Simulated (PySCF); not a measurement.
InF, SMILES [F][In] (connectivity only; charge and spin as stated), neutral, multiplicity 1. Geometry: r2SCAN-D4/def2-TZVP. The def2 effective core potentials stand for the cores of In; spin–orbit coupling is left out.

Method: r2SCAN-D4/def2-TZVP run with PySCF 2.14.0.

Harmonic wavenumbers (cm⁻¹): 533. Rotational constants (GHz): 7.803 (linear); symmetry number 1.

Task: Work out the zero-point energy and the ideal-gas rigid-rotor harmonic-oscillator thermochemistry at 298.15 K and 1 atm.

Result: ZPE = ½ Σ hcν = ½ × 533 cm⁻¹ = 3.19 kJ/mol. H − E(el) = 12.39 kJ/mol. Entropy in J/(mol K): translation 169.81, rotation 63.85, vibration 2.43, total 236.10. G − E(el) = -58.00 kJ/mol. Cp = 34.03 J/(mol K).
